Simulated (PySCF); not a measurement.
**UHF on Sc²⁺ (scandium, charge +2)**

Configuration: [Ar] 3d1, 2D determinant. All numbers are calculated (PySCF 2.14, the non-relativistic Hamiltonian (point nucleus), in 6-31G* (5s4p2d1f, 34 functions)).

```json
{
  "Total energy": "-759.032039 hartree",
  "One-electron energy": "-1028.4851 hartree",
  "Hartree (Coulomb) energy": "307.2549 hartree",
  "Exchange energy": "-37.8019 hartree",
  "Kinetic energy": "758.91715 hartree",
  "⟨S²⟩": "0.7516",
  "⟨L²⟩": "6.018",
  "Sum of ⟨r⟩": "13.41 bohr",
  "Sum of ⟨r²⟩": "16.35 bohr²",
  "Traceless quadrupole moment −½Σ⟨3z² − r²⟩ along its main axis": "0.828 e·bohr²",
  "Density at the nucleus (Gaussians lack the cusp)": "5810 bohr⁻³",
  "Spin density at the nucleus": "-0.00811 bohr⁻³",
  "Langevin diamagnetic susceptibility": "-12.9 ×10⁻⁶ cm³/mol",
  "Time after the integrals": "0.07 s of wall time on 1 thread of Neoverse-V2 (shared host)"
}
```

```
shell  electrons  mean orbital energy (eV)  spread (eV)  rms radius, mean of both spins (bohr)
 1s α          1                   -4529.5            0                                 0.0852
 1s β          1                   -4529.5            0                                 0.0852
 2s α          1                   -534.78            0                                  0.373
 2s β          1                   -534.41            0                                  0.373
 2p α          3                   -442.02        0.074                                  0.341
 2p β          3                   -441.64        0.535                                  0.341
 3s α          1                   -85.734            0                                   1.16
 3s β          1                   -84.156            0                                   1.16
 3p α          3                   -59.054        1.119                                   1.27
 3p β          3                   -57.064        1.608                                   1.27
 3d α          1                   -24.604            0                                   1.75
```
